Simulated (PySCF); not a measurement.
## Two-component Hartree-Fock for I(25+) (iodine, charge +25)

Start: [Ar] 3d10. Calculated with PySCF 2.14 in an even-tempered Gaussian basis (19 s from 1.2 bohr⁻², ratio 2.6; 15 p from 1.5 bohr⁻², ratio 2.6; 10 d from 1.5 bohr⁻², ratio 2.6; 6 f from 1.5 bohr⁻², ratio 2.8): generalised Hartree-Fock with the X2C-1e Hamiltonian and a Gaussian nucleus; spin-orbit coupling (SO) screened by Boettger's factors.

```json
{"spinor shell": "1s1/2", "electrons": "2", "ε, screened SO (eV)": "-34152.3", "weight of nominal j (screened SO)": "1.000", "rms radius, screened SO (bohr)": "0.0311"}
{"spinor shell": "2s1/2", "electrons": "2", "ε, screened SO (eV)": "-6046.1", "weight of nominal j (screened SO)": "1.000", "rms radius, screened SO (bohr)": "0.127"}
{"spinor shell": "2p1/2", "electrons": "2", "ε, screened SO (eV)": "-5714.5", "weight of nominal j (screened SO)": "1.000", "rms radius, screened SO (bohr)": "0.109"}
{"spinor shell": "2p3/2", "electrons": "4", "ε, screened SO (eV)": "-5411.7", "weight of nominal j (screened SO)": "1.000", "rms radius, screened SO (bohr)": "0.114"}
{"spinor shell": "3s1/2", "electrons": "2", "ε, screened SO (eV)": "-1850.0", "weight of nominal j (screened SO)": "1.000", "rms radius, screened SO (bohr)": "0.329"}
{"spinor shell": "3p1/2", "electrons": "2", "ε, screened SO (eV)": "-1712.4", "weight of nominal j (screened SO)": "1.000", "rms radius, screened SO (bohr)": "0.321"}
{"spinor shell": "3p3/2", "electrons": "4", "ε, screened SO (eV)": "-1651.5", "weight of nominal j (screened SO)": "1.000", "rms radius, screened SO (bohr)": "0.331"}
{"spinor shell": "3d3/2", "electrons": "4", "ε, screened SO (eV)": "-1414.9", "weight of nominal j (screened SO)": "1.000", "rms radius, screened SO (bohr)": "0.301"}
```

(1) Where does 3d5/2 lie, and what is the 3d spin-orbit splitting (screened SO)?

```json
{"quantity": "E (hartree)", "screened SO": "-6816.86421"}
{"quantity": "M_J", "screened SO": "0"}
{"quantity": "⟨J²⟩", "screened SO": "0.000"}
{"quantity": "⟨L²⟩", "screened SO": "0.015"}
{"quantity": "⟨S²⟩", "screened SO": "0.015"}
```

Breit and QED terms are absent; they matter most for the inner s and p1/2 levels.

Densities and radii are taken from the X2C orbitals without a picture-change correction, which distorts them close to the nucleus.

## Answers

(1) At -1402.2 eV, 12.756 eV above 3d3/2.
